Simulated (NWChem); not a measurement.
Molecule: CrHO3F; SMILES [Cr](=[O])([F])(=[O])[OH]

```xyz
6

Cr     0.1067    -0.0359    -0.0578
O      1.0077     0.1135    -1.2843
O      0.9669    -0.1439     1.2041
F     -0.9143     1.3106     0.0795
O     -0.8300    -1.4615    -0.2429
H     -1.0255    -1.9570     0.5669
```
Atoms are numbered in this order, from 1.

Level: PBE0/def2-SVP (NWChem), optimised geometry, unscaled harmonic frequencies. 

Task: List the harmonic frequencies with IR intensities, and the thermochemistry.

Result: 
| frequency (cm⁻¹) | IR intensity (km/mol) |
|---|---|
| 243 | 3.5 |
| 289 | 10.5 |
| 313 | 7.3 |
| 339 | 8.0 |
| 392 | 86.4 |
| 440 | 28.6 |
| 769 | 189.4 |
| 774 | 76.3 |
| 831 | 76.5 |
| 1169 | 95.0 |
| 1184 | 188.8 |
| 3843 | 239.3 |

```yaml
zero_point_energy: 15.1 kcal/mol
thermal correction to the enthalpy at 298.15 K (with zero-point energy): 19.1 kcal/mol
heat capacity Cv: 18.0 cal/(mol K)
entropy at 298.15 K and 1 atm (symmetry number 1): 74.5 cal/(mol K)
dipole_moment: 2.48 D
```

Rigid rotor and harmonic oscillator.
